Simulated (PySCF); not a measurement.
# Rb²⁵⁺: ionisation energy

Rb²⁵⁺ [Ne] 3s2 (1S) → Rb²⁶⁺ [Ne] 3s1 (2S), as a difference of total energies. All numbers are calculated (PySCF 2.14, scalar relativity by spin-free X2C-1e, in an even-tempered Gaussian basis (18 s from 3.1 bohr⁻², ratio 2.5; 11 p from 4.1 bohr⁻², ratio 2.5; 5 d from 16 bohr⁻², ratio 2.7; 4 f from 23 bohr⁻², ratio 2.7)). Correlated levels: outer shells: 1s2 frozen; virtual orbitals above 40 to 60 times the deepest correlated orbital energy dropped. The calculations carry no spin-orbit coupling.

```
                method  ionisation energy (eV)
                   UHF                  1237.3
    MP2 (outer shells)                  1240.1
SCS-MP2 (outer shells)                  1240.5
   CCSD (outer shells)                  1240.9
CCSD(T) (outer shells)                  1240.9
```

**Question.** How much does correlation contribute at CCSD(T) (outer shells)?

**Answer.** 1240.9 − (1237.3) = 3.6 eV, measured against UHF.

Breit and QED terms and the two-electron picture change are absent.

For comparison: 1242.5 ± 1.7 eV (semi-empirical (NIST evaluation); NIST Atomic Spectra Database, ionization energies).
